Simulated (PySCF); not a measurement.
**Dipole moment and polarisability across levels of theory**

Species: C₂H₆AlAs.
SMILES with atom numbers: `[CH:1]#[C:2][AlH2-:3][AsH3+:4]` (hydrogens: H5 on C1; H6, H7 on Al3; H8, H9, H10 on As4)

PySCF, dipoles from the SCF density, polarisabilities from static response with core orbitals frozen. Geometry: PBE0-D3(BJ)/def2-SVP; no solvent, vibrations or thermal averaging. The LDA/def2-SVPD calculation is non-relativistic and has no spin–orbit coupling, an omission that weighs most on arsenic.

The anisotropy is √(½[(α1 − α2)² + (α2 − α3)² + (α3 − α1)²]).

```
              level  μ (D)  α (Å³)  anisotropy (Å³)
      LDA/def2-SVPD  3.847   13.83             4.47
      PBE/def2-SVPD  3.785   13.53             4.42
    B3LYP/def2-SVPD  3.790   13.06             4.04
     PBE0/def2-SVPD  3.926   12.98             4.02
BHandHLYP/def2-SVPD  3.918   12.54             3.72
CAM-B3LYP/def2-SVPD  3.913   12.77             3.77
  wB97X-D/def2-SVPD  3.955   12.87             3.77
  LC-wPBE/def2-SVPD  4.097   12.43             3.60
       HF/def2-SVPD  4.073   12.06             3.45
        PBE0/6-31G*  4.084   10.46             4.24
      PBE0/def2-SVP  4.094   11.05             4.23
   PBE0/aug-cc-pVDZ  3.907   13.21             4.06
     PBE0/def2-TZVP  3.944   12.27             4.23
    PBE0/def2-TZVPD  3.897   13.16             4.01
```

The dipole runs from 3.79 D (PBE/def2-SVPD) to 4.10 D (LC-wPBE/def2-SVPD). No reference polarisability is at hand; against PBE0 in the largest diffuse basis at hand (def2-TZVPD) the other PBE0 rows deviate by 6-31G* -21%, def2-SVP -16%, def2-SVPD -1%, aug-cc-pVDZ 0%, def2-TZVP -7%. In one basis (def2-SVPD) the functionals order the polarisability from HF (lowest) to LDA (highest), a spread of 15%. With PBE0 the polarisability is 11.26 Å³ without diffuse functions (mean of 6-31G*, def2-SVP and def2-TZVP) and 13.12 Å³ with them (mean of def2-SVPD, aug-cc-pVDZ and def2-TZVPD).
